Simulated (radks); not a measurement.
The numbers below are computed, except where a source is named.
Initial-state core-level shifts of neutral molybdenum when its valence configuration changes from [Kr] 4d5 5s1. Level of theory: scalar-relativistic Kohn-Sham, BLYP, spin-polarised, spherical densities, finite nucleus; open shells are filled with parallel spins first (spin-orbit coupling, left out, can overturn this in heavy ions); Fermi nuclear charge, rms radius 4.4091 fm (a radial shooting solver on a logarithmic mesh with Libxc functionals). Shifts are changes of the shell-averaged eigenvalues in eV (positive: less bound); the change of the density at the nucleus, which sets a Mossbauer isomer shift, is in e/bohr^3, on a base of 9.272e+04.

valence,1s,3s,3p,4s,density at nucleus
4d5 5p1,-1.367,-1.339,-1.339,-1.372,-11.470
4d6,+1.594,+1.737,+1.738,+1.625,-12.172
4d3 5s1 5p2,-9.004,-9.301,-9.301,-8.702,+8.234
4d4.5 5s1 5p0.5,-2.105,-2.169,-2.169,-2.088,+1.714
4d4.5 5s1.5,-1.500,-1.563,-1.563,-1.489,+6.088
4d4 5s1 5p1,-4.307,-4.442,-4.442,-4.237,+3.668
4d3.5 5s2 5p0.5,-5.553,-5.760,-5.761,-5.409,+17.145
4d4 5s2,-3.138,-3.272,-3.273,-3.087,+13.384
4d5.5 5s0.5,+0.892,+0.968,+0.968,+0.900,-6.481
